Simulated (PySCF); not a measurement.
Spectra and structures to be paired. Theory: TDDFT B3LYP/def2-SVPD, vertical, gas phase, core orbitals frozen in the response in PySCF. Geometries: GFN2-xTB; one conformer of each isolated species. Triplets are in the Tamm–Dancoff approximation.

A. `F/C(=C\[SiH3])[SiH2]P`
B. `P1(CC1)C`
C. `C=Cc1c[pH]cc1C`
D. `F/C([SiH3])=C/[SiH2]P`
E. `N#Cc1cccc(Cl)c1`

Lowest singlet levels (six at most, fewer where fewer were computed) with oscillator strengths:

1. 4.82 eV (f 0.022); 5.47 eV (f 0.093); 6.13 eV (f 0.628); 6.20 eV (f 0.000); 6.32 eV (f 0.204); 6.35 eV (f 0.000); T1 3.72 eV
2. 5.71 eV (f 0.011); 6.32 eV (f 0.306); 6.45 eV (f 0.033); 6.50 eV (f 0.028); 6.52 eV (f 0.015); 6.66 eV (f 0.096); T1 4.12 eV
3. 6.46 eV (f 0.034); 6.67 eV (f 0.043); 6.69 eV (f 0.007); 6.89 eV (f 0.010); 7.07 eV (f 0.007); 7.25 eV (f 0.124); T1 5.36 eV
4. 4.02 eV (f 0.038); 4.45 eV (f 0.140); 5.27 eV (f 0.081); 5.63 eV (f 0.121); 5.75 eV (f 0.004); 5.81 eV (f 0.156); T1 2.50 eV
5. 5.22 eV (f 0.042); 6.16 eV (f 0.258); 6.29 eV (f 0.026); 6.36 eV (f 0.017); 6.63 eV (f 0.055); 6.66 eV (f 0.019); T1 3.94 eV

Problem. Match each spectrum to its molecule.

Solution. 1 = E, 2 = A, 3 = B, 4 = C, 5 = D.
- A: S1 at 5.71 eV, HOMO→LUMO (79%), HOMO-1→LUMO (20%); Löwdin shares by element: HOMO phosphorus 47%, carbon 20%, silicon 10% or more (atoms not listed hold the other 22%); LUMO carbon 59%, silicon 20% (atoms not listed hold the other 22%); HOMO -7.51 and LUMO -1.03 eV.
- B: S1 at 6.46 eV, HOMO→LUMO (95%); Löwdin shares by element: HOMO phosphorus 56%, carbon 37%; LUMO phosphorus 39%, carbon 37% (atoms not listed hold the other 24%); HOMO -6.86 and LUMO 0.46 eV.
- C: S1 at 4.02 eV, HOMO→LUMO (93%); Löwdin shares by element: HOMO carbon 70% or more (atoms not listed hold the other 30%); LUMO carbon 60% or more (atoms not listed hold the other 40%); HOMO -6.12 and LUMO -1.72 eV.
- D: S1 at 5.22 eV, HOMO→LUMO (93%); Löwdin shares by element: HOMO phosphorus 49%, carbon 17%, silicon 13% or more (atoms not listed hold the other 21%); LUMO carbon 56%, silicon 19% (atoms not listed hold the other 25%); HOMO -7.21 and LUMO -1.28 eV.
- E: S1 at 4.82 eV, HOMO→LUMO (63%), HOMO-1→LUMO (13%), HOMO-1→LUMO+1 (13%); Löwdin shares by element: HOMO carbon 46% or more, chlorine 25% (atoms not listed hold the other 29%); LUMO carbon 46% or more, nitrogen 12% (atoms not listed hold the other 42%); HOMO -7.62 and LUMO -2.11 eV; point group Cs, 2 of its 6 listed states under f = 0.0005.
